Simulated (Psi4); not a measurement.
Rb (SMILES [Rb]), doublet (core potentials on Rb); TPSSH/def2-SV(P) (Psi4).

Psi4 was given this input:
```
memory 2 GB

molecule {
0 2
  Rb    0.00000000    0.00000000    0.00000000
}

set basis def2-sv(p)
set reference uks

energy('tpssh')
print_variables()
```

Question: Write the output that Psi4 gives for this input, abridged.

Answer: 
```
   => Loading Basis Set <=

    Name: DEF2-SV(P)
    Role: ORBITAL
    Keyword: BASIS

    !!!  WARNING: ECP capability is in beta. Please check occupations closely.  !!!

         ---------------------------------------------------------
                                   SCF
               by Justin Turney, Rob Parrish, Andy Simmonett
                          and Daniel G. A. Smith
                              UKS Reference
         ---------------------------------------------------------

  ==> Geometry <==

    Molecular point group: d2h
    Geometry (in Angstrom), charge = 0, multiplicity = 2:

       Center              X                  Y                   Z               Mass
    ------------   -----------------  -----------------  -----------------  -----------------
         RB           0.000000000000     0.000000000000     0.000000000000    84.911789737900

  Running in d2h symmetry.

  Rotational constants: A = ************  B = ************  C = ************ [cm^-1]
  Rotational constants: A = ************  B = ************  C = ************ [MHz]
  Nuclear repulsion =    0.000000000000000

  Charge       = 0
  Multiplicity = 2
  Electrons    = 9
  Nalpha       = 5
  Nbeta        = 4

  ==> Algorithm <==

  SCF Algorithm Type is DF.
  DIIS enabled.
  MOM disabled.
  Fractional occupation disabled.
  Guess Type is CORE.
  Energy threshold   = 1.00e-06
  Density threshold  = 1.00e-06
  Integral threshold = 1.00e-12

  ==> Primary Basis <==

  Basis Set: DEF2-SV(P)
    Blend: DEF2-SV(P)
    Number of shells: 10
    Number of basis functions: 24
    Number of Cartesian functions: 26
    Spherical Harmonics?: true
    Max angular momentum: 2

  Core potential: DEF2-SV(P)
    Number of shells: 4
    Number of ECP primitives: 10
    Number of ECP core electrons: 28
    Max angular momentum: 3

  ==> DFT Potential <==

   => LibXC <=

    Version 7.1.2
    S. Lehtola, C. Steigemann, M. J. T. Oliveira, and M. A. L. Marques,  SoftwareX 7, 1–5 (2018) (10.1016/j.softx.2017.11.002)

   => Composite Functional: TPSSH <=

    TPSSh Hyb-GGA Exchange-Correlation Functional

    V. N. Staroverov, G. E. Scuseria, J. Tao, and J. P. Perdew,  J. Chem. Phys. 119, 12129 (2003) (10.1063/1.1626543)

    Deriv               =              1
    GGA                 =           TRUE
    Meta                =           TRUE

    Exchange Hybrid     =           TRUE
    MP2 Hybrid          =          FALSE

   => Exchange Functionals <=

[...]
   @S   Observed:                5.000000000E-01

    Orbital Energies [Eh]
    ---------------------

    Alpha Occupied:

[...]
    Alpha Virtual:

[...]
       9Ag    19.372186

    Beta Occupied:

[...]
       1B1u   -0.619266

    Beta Virtual:

[...]
    Final Occupation by Irrep:
             Ag   B1g   B2g   B3g    Au   B1u   B2u   B3u
    DOCC [     1,    0,    0,    0,    0,    1,    1,    1 ]
    SOCC [     1,    0,    0,    0,    0,    0,    0,    0 ]
    NA   [     2,    0,    0,    0,    0,    1,    1,    1 ]
    NB   [     1,    0,    0,    0,    0,    1,    1,    1 ]

  @DF-UKS Final Energy:   -24.08093227960862

   => Energetics <=

    Nuclear Repulsion Energy =              0.0000000000000000
    One-Electron Energy =                 -39.5474158846880712
    Two-Electron Energy =                  18.8162702068017040
    DFT Exchange-Correlation Energy =      -3.3497866017222488
    Empirical Dispersion Energy =           0.0000000000000000
    VV10 Nonlocal Energy =                  0.0000000000000000
    Total Energy =                        -24.0809322796086178

  UHF NO Occupations:
  HONO-2 :    1B1u 1.9999901
  HONO-1 :    1B3u 1.9999901
  HONO-0 :    2 Ag 1.0000000
  LUNO+0 :    2B1u 0.0000099
  LUNO+1 :    2B2u 0.0000099
  LUNO+2 :    2B3u 0.0000099
  LUNO+3 :    3 Ag 0.0000001

Computation Completed

Properties will be evaluated at   0.000000,   0.000000,   0.000000 [a0]

Properties computed using the SCF density matrix

 Multipole Moments:

 ------------------------------------------------------------------------------------
     Multipole            Electronic (a.u.)      Nuclear  (a.u.)        Total (a.u.)
 ------------------------------------------------------------------------------------

 L = 1.  Multiply by 2.5417464519 to convert [e a0] to [Debye]
 Dipole X            :          0.0000000            0.0000000            0.0000000
 Dipole Y            :          0.0000000            0.0000000            0.0000000
 Dipole Z            :          0.0000000            0.0000000            0.0000000
 Magnitude           :                                                    0.0000000

 ------------------------------------------------------------------------------------

  Variable Map:
  ----------------------------------------------------------------------------
[...]
  Array Variable Map:
  ----------------------------------------------------------------------------
[...]
[...]
```
